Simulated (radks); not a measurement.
Question: Species: the arsenic ion As3+. Configuration: [Ar] 3d10 4s2 (the NIST ground configuration). Calculated with a radial shooting solver on a logarithmic mesh with Libxc functionals: scalar-relativistic Kohn-Sham, exchange-only r2SCAN, spin-polarised, spherical densities, finite nucleus; meta-GGA in the generalised Kohn-Sham scheme; Fermi nuclear charge, rms radius 4.0968 fm. Some entries of the table are withheld. Estimate them.

orbital  occ.  eigenvalue (eV)  <r^2> (bohr^2)  <1/r> (bohr^-1)
1s          2        -11786.93        0.002788            33.46
2s          2        -1533.783             (1)            7.387
2p          6        -1346.844         0.03845            7.222
3s          2        -229.7434          0.4103            2.389
3p          6        -170.9208          0.4453            2.232
3d         10         -74.5877             (2)            1.915
4s          2         -43.6952           3.492           0.7468
4p          0         -31.5116           4.468           0.6512

Answer: 
(1) 2s <r^2> (bohr^2): 0.04836
(2) 3d <r^2> (bohr^2): 0.5664
